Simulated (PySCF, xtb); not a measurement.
trans-(1R,2R)-1-chloro-2-methylcyclopropane (C4H7Cl), SMILES C[C@@H]1C[C@H]1Cl.

GFN2-xTB (xtb) at its own geometry gives an orbital gap of 6.84 eV and a dipole moment of 2.33 D.

The structure is a stationary point at TPSSh-D3(BJ)/def2-SVP.

Task: What does B3LYP/def2-TZVP (PySCF) give? (The exact figures need the calculation; the answer reports its results.)

Result: gap 7.88 eV (levels -7.40 and 0.47 eV), dipole 2.07 D.
